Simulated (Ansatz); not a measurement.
Cost and result up the ladder for Cu4Se2 (6 atoms). Total charge 0; singlet. Geometry: B3LYP-D4/def2-SVP.

```
atom   x (Å)   y (Å)   z (Å)
 Cu1  -0.040   0.207   1.550
 Cu2  -1.407   0.280  -0.624
 Cu3   0.992   0.476  -0.608
 Cu4  -0.518   2.252   0.401
 Se5   1.158  -1.643   0.708
 Se6  -0.184  -1.572  -1.427
```

Ansatz on 4 threads of AMD EPYC 9R45 on a shared host. Times are rough, and most runs start from the orbitals of an earlier one. r2SCAN0-D4/def2-TZVP serves as the yardstick here, not as an exact answer. Binding counts from free atoms at the same level (Cu doublet, Se triplet; other spins of the atoms weren't run), without zero-point energy or a counterpoise term.

Correlated methods freeze 54 core orbitals; core or outer-core shells of Se are correlated, in sets that lack core-valence functions. No other spin state of charge 0 was run. Another isomer (singlet) lies 0.92 eV lower at PBE0-D4/def2-TZVP; other spin states weren't run for this one.

Correlated methods converge slowly with the basis.

```tsv
level	functions	wall time
PBE-D4/def2-TZVP (with forces)	276	3.3 s
r2SCAN-D4/def2-TZVP	276	4.9 s
PBE0-D4/def2-TZVP	276	7 s
MP2/def2-TZVP	276	7.5 s
r2SCANh-D4/def2-TZVP	276	8 s
r2SCAN0-D4/def2-TZVP	276	8.5 s
```

(1) Estimate what each level gives for the binding energy per atom (eV).

## Answers

(1) 
| level | binding energy per atom (eV) | difference from r2SCAN0-D4/def2-TZVP (eV) | remarks |
| --- | --- | --- | --- |
| PBE-D4/def2-TZVP (with forces) | 2.34 | 0.25 | – |
| r2SCAN-D4/def2-TZVP | 2.33 | 0.24 | – |
| PBE0-D4/def2-TZVP | 2.11 | 0.02 | – |
| MP2/def2-TZVP | 2.10 | 0.01 | test for broken spin undecided |
| r2SCANh-D4/def2-TZVP | 2.22 | 0.14 | – |
| r2SCAN0-D4/def2-TZVP | 2.09 | 0.00 | – |
